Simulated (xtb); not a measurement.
I2Zn, charge +1, doublet, at a GFN2-xTB geometry (such geometries of metal compounds can be far from the true shape) (a state made from the parent by changing its charge; the spin is typed, not shown lowest), atoms displaced at random by about 0.05 Å a coordinate. Base run: GFN2-xTB run with xtb 6.7.1.

Input for xtb:
```
$ xtb mol.xyz --gfn 2 --chrg 1 --uhf 1 --opt --json

# file mol.xyz
3

Zn    -0.10346282    -0.02709641     0.03261312
I     -0.02965527     0.00323190    -2.58439253
I      0.00545213    -0.05710319     2.53792155
```

Each row names what was changed in the base input (with any setting that the change needs).

| change | ΔE vs base (mEh) | optimiser steps |
|---|---|---|
| base | 0.000 | 7 |
| alpb = ether | -73.452 | 7 |
| opt level = crude | 0.009 | 4 |
| opt level = sloppy | 0.009 | 4 |
| opt level = extreme | 0.000 | 9 |
| opt level = loose | 0.008 | 5 |
| opt level = tight | 0.000 | 7 |
| opt level = vtight | 0.000 | 9 |
| engine = inertial | 0.031 | - |
| opt level = lax | 0.008 | 5 |
